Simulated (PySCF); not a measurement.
OZn, SMILES [O]=[Zn].

Geometry: PBE0-D3(BJ)/def2-TZVPD.

Two levels are set side by side: PBE/def2-TZVPD (PySCF) and B3LYP/def2-TZVPD (PySCF). Same geometry, gas phase. Differences are taken from unrounded values.

| quantity | B3LYP |
|---|---|
| orbital gap (eV) | 2.41 |
| highest occupied level (eV) | -6.99 |
| lowest empty level (eV) | -4.58 |
| dipole moment (D) | 5.73 |
| mean polarisability (bohr³) | 37.7 |

### Question
What does PBE give, and how far is it from B3LYP? (Estimate from the structure and the level; the computed values follow.)

### Answer

```tsv
quantity	PBE	PBE minus B3LYP
orbital gap (eV)	0.60	-1.81
highest occupied level (eV)	-5.76	1.23
lowest empty level (eV)	-5.16	-0.58
dipole moment (D)	5.39	-0.34
mean polarisability (bohr³)	37.4	-0.3
```

PBE's occupied levels lie high since its potential decays too fast outside the molecule; exact exchange lowers them and widens the gap. Differences between two approximate levels are no errors against the true value.

Rough cost on one machine, each run with all the roots and properties that it gave: B3LYP against PBE within a factor of 2.
